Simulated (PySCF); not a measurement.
PySCF input for Al(H)(Et)(vinyl) (C4H9Al), SMILES C=[CH][AlH][CH2]C, TDA-PBE/def2-SVPD. Coordinates come from a B3LYP-D3(BJ)/def2-SVP optimisation. The structure was generated by enumeration; whether it is a known compound was not checked. Other conformers were not sampled.

```python
import numpy as np
from pyscf import gto, scf, dft, tdscf

mol = gto.M(
    atom='''
    Al   -0.55029987    0.47473073    0.84840426
    H    -1.00533000    1.09328572    2.24161345
    C     0.85850610    1.30350135   -0.25748240
    C     2.15841464    0.48049664   -0.36867500
    H     1.08697873    2.31197394    0.13112226
    H     0.44514834    1.46662538   -1.27160496
    H     1.97343545   -0.52650026   -0.77836857
    H     2.64254416    0.34130656    0.61318423
    H     2.90337154    0.96428945   -1.02383638
    C    -1.38905901   -1.16582599    0.20002209
    C    -1.09897831   -1.67153528   -1.01387201
    H    -2.12790562   -1.72533561    0.79307964
    H    -1.56011540   -2.58741508   -1.40786842
    H    -0.37752919   -1.18954970   -1.68653253
    ''',
    basis='def2-SVPD',
    charge=0,
    spin=0,
    max_memory=1600,
    verbose=4,
)
mf = dft.RKS(mol, xc='pbe').density_fit(auxbasis='def2-universal-jkfit')
mf.grids.level = 3
mf.conv_tol = 1e-9
mf.max_cycle = 100
mf.kernel()
mf.grids = dft.Grids(mol).set(level=1).build(with_non0tab=True)  # coarser grid for the response kernel
td = tdscf.TDA(mf)
td.singlet = True
td.nstates = 10
td.conv_tol = 1e-4
td.positive_eig_threshold = 1e-6
td.kernel(x0=td.get_init_guess(mf, 15))
td.analyze()
tt = tdscf.TDA(mf)
tt.singlet = False
tt.nstates = 4
tt.conv_tol = 1e-4
tt.positive_eig_threshold = 1e-6
tt.kernel(x0=tt.get_init_guess(mf, 9))
tt.analyze(verbose=3)
```

It prints:

```
PySCF version 2.14.0

[INPUT] verbose = 4
[INPUT] num. atoms = 14
[INPUT] num. electrons = 46
[INPUT] charge = 0
[INPUT] spin (= nelec alpha-beta = 2S) = 0
[INPUT] symmetry False subgroup None
[INPUT] Mole.unit = angstrom
[INPUT] Symbol           X                Y                Z      unit          X                Y                Z       unit  Magmom
[INPUT]  1 Al    -0.550299870000   0.474730730000   0.848404260000 AA   -1.039916040684   0.897111062615   1.603251694314 Bohr   0.0
[INPUT]  2 H     -1.005330000000   1.093285720000   2.241613450000 AA   -1.899798364809   2.066010586698   4.236035497641 Bohr   0.0
[INPUT]  3 C      0.858506100000   1.303501350000  -0.257482400000 AA    1.622341405268   2.463260554501  -0.486571217896 Bohr   0.0
[INPUT]  4 C      2.158414640000   0.480496640000  -0.368675000000 AA    4.078812532852   0.908007053374  -0.696694778974 Bohr   0.0
[INPUT]  5 H      1.086978730000   2.311973940000   0.131122260000 AA    2.054092102928   4.368997553732   0.247785160234 Bohr   0.0
[INPUT]  6 H      0.445148340000   1.466625380000  -1.271604960000 AA    0.841208447405   2.771520295536  -2.402985113039 Bohr   0.0
[INPUT]  7 H      1.973435450000  -0.526500260000  -0.778368570000 AA    3.729252525008  -0.994941295912  -1.470903421269 Bohr   0.0
[INPUT]  8 H      2.642544160000   0.341306560000   0.613184230000 AA    4.993684734469   0.644975922917   1.158750258602 Bohr   0.0
[INPUT]  9 H      2.903371540000   0.964289450000  -1.023836380000 AA    5.486577048457   1.822242965307  -1.934770354566 Bohr   0.0
[INPUT] 10 C     -1.389059010000  -1.165825990000   0.200022090000 AA   -2.624941099759  -2.203091830000   0.377986968963 Bohr   0.0
[INPUT] 11 C     -1.098978310000  -1.671535280000  -1.013872010000 AA   -2.076768022737  -3.158743886748  -1.915940424262 Bohr   0.0
[INPUT] 12 H     -2.127905620000  -1.725335610000   0.793079640000 AA   -4.021158840723  -3.260411775859   1.498703314569 Bohr   0.0
[INPUT] 13 H     -1.560115400000  -2.587415080000  -1.407868420000 AA   -2.948190828716  -4.889505871770  -2.660485733224 Bohr   0.0
[INPUT] 14 H     -0.377529190000  -1.189549700000  -1.686532530000 AA   -0.713426773129  -2.247923144559  -3.187084581870 Bohr   0.0

nuclear repulsion = 196.245208408916
number of shells = 78
number of NR pGTOs = 252
number of NR cGTOs = 176
basis = def2-SVPD
ecp = {}


[settings echo left out]
init E= -399.562928558754
  HOMO = -0.315830365137557  LUMO = -0.133948972857478  gap/eV = 4.94924
cycle= 1 E= -399.565119689815  delta_E= -0.00219  |g|= 0.635  |ddm|= 4.71
  HOMO = -0.134927178575153  LUMO = -0.0511815377951312  gap/eV = 2.27883
cycle= 2 E= -399.340623493464  delta_E= 0.224  |g|= 1.07  |ddm|= 2.14
  HOMO = -0.227741765246719  LUMO = -0.0840477823651389  gap/eV = 3.91011
cycle= 3 E= -399.682623362106  delta_E= -0.342  |g|= 0.0821  |ddm|= 1.44
  HOMO = -0.224503502787341  LUMO = -0.0850299163683248  gap/eV = 3.79527
cycle= 4 E= -399.684133705058  delta_E= -0.00151  |g|= 0.0561  |ddm|= 0.198
  HOMO = -0.226036244327379  LUMO = -0.0843116361975444  gap/eV = 3.85652
cycle= 5 E= -399.684858212284  delta_E= -0.000725  |g|= 0.0252  |ddm|= 0.081
  HOMO = -0.226354586914594  LUMO = -0.0843461009092215  gap/eV = 3.86425
cycle= 6 E= -399.685047213761  delta_E= -0.000189  |g|= 0.00626  |ddm|= 0.0338
  HOMO = -0.225944895892358  LUMO = -0.0844528791768213  gap/eV = 3.85019
cycle= 7 E= -399.685058492967  delta_E= -1.13e-05  |g|= 0.00113  |ddm|= 0.00909
  HOMO = -0.225979278414246  LUMO = -0.0843942923209631  gap/eV = 3.85272
cycle= 8 E= -399.685058868747  delta_E= -3.76e-07  |g|= 0.000274  |ddm|= 0.00219
  HOMO = -0.225990118787615  LUMO = -0.0844175961018978  gap/eV = 3.85238
cycle= 9 E= -399.685058892714  delta_E= -2.4e-08  |g|= 4.19e-05  |ddm|= 0.000547
  HOMO = -0.225990936830487  LUMO = -0.0844167005553045  gap/eV = 3.85243
cycle= 10 E= -399.685058893295  delta_E= -5.81e-10  |g|= 1.85e-05  |ddm|= 0.000114
  HOMO = -0.225991191610688  LUMO = -0.0844170115331186  gap/eV = 3.85243
Extra cycle  E= -399.685058893127  delta_E= 1.67e-10  |g|= 3.07e-05  |ddm|= 6.08e-05
converged SCF energy = -399.685058893127
tot grids = 49320
Overwritten attributes  positive_eig_threshold  of <class 'pyscf.tdscf.rks.TDA'>


******** <class 'pyscf.tdscf.rks.TDA'> for <class 'pyscf.df.df_jk.DFRKS'> ********
nstates = 10 singlet
deg_eia_thresh = 1.000e-03
wfnsym = None
conv_tol = 0.0001
eigh lindep = 1e-12
eigh level_shift = 0
eigh max_cycle = 100


Excitation energies (eV)
[3.9128214  4.48571446 5.44333064 5.6946654  5.91150983 5.95746464
 6.17888496 6.386379   6.4467499  6.599048  ]

** Singlet excitation energies and oscillator strengths **
Excited State   1:      3.91282 eV    316.87 nm  f=0.0004
      23 -> 24       -0.70508
Excited State   2:      4.48571 eV    276.40 nm  f=0.0010
      22 -> 24        0.70223
Excited State   3:      5.44333 eV    227.77 nm  f=0.1189
      21 -> 24        0.61972
      21 -> 25        0.29756
Excited State   4:      5.69467 eV    217.72 nm  f=0.0012
      23 -> 25        0.70067
Excited State   5:      5.91151 eV    209.73 nm  f=0.0035
      20 -> 24        0.69591
Excited State   6:      5.95746 eV    208.12 nm  f=0.0231
      23 -> 26       -0.69339
Excited State   7:      6.17888 eV    200.66 nm  f=0.0002
      19 -> 24       -0.33626
      22 -> 25        0.61499
Excited State   8:      6.38638 eV    194.14 nm  f=0.0037
      18 -> 24       -0.16060
      19 -> 24       -0.52944
      22 -> 25       -0.29201
      22 -> 26       -0.29229
Excited State   9:      6.44675 eV    192.32 nm  f=0.0031
      19 -> 24        0.24990
      22 -> 25        0.11558
      22 -> 26       -0.62048
Excited State  10:      6.59905 eV    187.88 nm  f=0.0318
      18 -> 24       -0.15734
      21 -> 25       -0.14533
      21 -> 26       -0.66925

** Transition electric dipole moments (AU) **
state          X           Y           Z        Dip. S.      Osc.
  1         0.0407     -0.0112     -0.0432      0.0037      0.0004
  2         0.0606     -0.0248      0.0683      0.0089      0.0010
  3         0.2378      0.6908      0.5981      0.8915      0.1189
  4        -0.0767     -0.0470      0.0234      0.0086      0.0012
  5         0.0129      0.1176      0.1014      0.0243      0.0035
  6        -0.2531     -0.2933      0.0921      0.1586      0.0231
  7         0.0056     -0.0156     -0.0343      0.0014      0.0002
  8        -0.0854      0.1197     -0.0437      0.0235      0.0037
  9        -0.0149     -0.0248      0.1359      0.0193      0.0031
 10        -0.3106      0.2748     -0.1567      0.1965      0.0318

** Transition velocity dipole moments (imaginary part, AU) **
state          X           Y           Z        Dip. S.      Osc.
  1        -0.0006      0.0054     -0.0117      0.0002      0.0008
  2         0.0312     -0.0247      0.0219      0.0021      0.0084
  3         0.0528      0.0596      0.0113      0.0065      0.0216
  4         0.0054     -0.0263      0.0278      0.0015      0.0048
  5         0.0020      0.0041     -0.0057      0.0001      0.0002
  6        -0.0461     -0.0530      0.0160      0.0052      0.0158
  7        -0.0027     -0.0003      0.0068      0.0001      0.0002
  8         0.0109     -0.0089      0.0058      0.0002      0.0007
  9        -0.0154      0.0008     -0.0025      0.0002      0.0007
 10        -0.0703      0.0504     -0.0378      0.0089      0.0245

** Transition magnetic dipole moments (imaginary part, AU) **
state          X           Y           Z
  1         0.1364      0.3072      0.1623
  2        -0.3374     -0.4403     -0.0485
  3         0.1872     -0.1732      0.2521
  4         0.0973     -0.3121     -0.3508
  5        -0.0303     -0.2291     -0.0702
  6        -0.3954     -0.1207     -0.6597
  7        -0.4636      0.0399      0.5501
  8         0.4958      0.1150     -0.4138
  9        -0.4032     -0.2963      0.4587
 10        -0.2187      0.1424      0.6907


******** <class 'pyscf.tdscf.rks.TDA'> for <class 'pyscf.df.df_jk.DFRKS'> ********
nstates = 4 triplet
deg_eia_thresh = 1.000e-03
wfnsym = None
conv_tol = 0.0001
eigh lindep = 1e-12
eigh level_shift = 0
eigh max_cycle = 100


Excitation energies (eV)
[3.70052309 3.9139536  4.10208508 5.48259325]

** Triplet excitation energies and oscillator strengths **
Excited State   1:      3.70052 eV    335.05 nm  f=0.0000
Excited State   2:      3.91395 eV    316.77 nm  f=0.0000
Excited State   3:      4.10209 eV    302.25 nm  f=0.0000
Excited State   4:      5.48259 eV    226.14 nm  f=0.0000
```

Self-consistency was reached.
